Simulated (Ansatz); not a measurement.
## Energy profile

The step: SnH₂S ([SH][SnH]) + H₂ → SnH₄S ([SH2][SnH2]); bonds formed: Sn1–H5, S2–H3; bonds broken: H3–H5 (atoms numbered as in the saddle structure below).

Sn1  (-0.116, 1.288, 0.661)
S2  (0.985, -1.065, -0.061)
H3  (-0.515, -0.516, -0.383)
H4  (0.434, 1.830, -0.931)
H5  (-1.352, 0.185, -0.317)
H6  (0.563, -1.723, 1.031)
(Å)

Electronic energies by CCSD(T) at an estimated basis limit (MP2 extrapolated from triple and quadruple zeta, plus CCSD(T) − MP2 in triple zeta), on PBE0-D4/def2-TZVP structures; SnH4S, singlet; no counterpoise correction. Ansatz 0.2.0; basis: def2-TZVPP and def2-QZVPP; cores frozen in the correlated methods. Filled d shells of the heavier atoms are correlated. Core potentials replace the inner electrons of the atoms past krypton. The def2 sets are not built for correlating such inner shells, so the correlated values are less sure here. Extrapolation: Hartree–Fock as exp(−7.88 √X), correlation as X^−2.97.

(1) Give the profile in kcal/mol, counted from the separated reactants. (Judge from chemistry; the value comes from the calculation.)

T1 diagnostic: at most 0.017.

Results:

(1) The calculation gives:
```tsv
point	kcal/mol
separated: SnH2S (linked as [SH][SnH]; Sn1, S2, H4, H6; singlet) + H2 (H3, H5; singlet)	0.00
start structure	-1.31
saddle	24.67
end structure	12.75
```

For scale, one of the runs: CCSD(T)/def2-TZVPP, 148 basis functions, launched by `ansatz run in.yaml --threads 2 --pin off --events-out ev --progress --plain --max-ram 4352MiB`. Hardware: 2 CPU threads of an Arm Neoverse V2, shared host. Wall time 18 s; peak host memory 0.99 GiB.
